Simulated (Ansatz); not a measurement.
## Ansatz (development build ahead of 0.2.0) run

```yaml
crystal:
  periodic: [false, false, false]
  atoms:
    - { symbol: "N", position_ang: [0.01594, 0.00097, -1.36869] }
    - { symbol: H, position_ang: [0.96061, 0.02538, -1.77192] }
    - { symbol: H, position_ang: [-0.45433, 0.77357, -1.79915] }
    - { symbol: H, position_ang: [-0.48298, -0.7785, -1.78373] }
    - { symbol: Cu, position_ang: [0.02762, 0.03503, 0.55184] }
basis:
  gaussian: { orbitals: aug-cc-pVDZ }
total_charge: 1
hamiltonian:
  xc: hf
correlation:
  method: mp2
  frozen_orbitals: { Cu: 5, H: 0, "N": 1 }
```

The input is written out in the form of the current development build from the run's settings.

Output:

```yaml
Converged: yes
Reference_energy: -1694.99308 hartree
Correlation_energy: -0.88493 hartree
Total_energy: -1695.87800 hartree
Spin_squared_of_the_determinant: 0.000
```
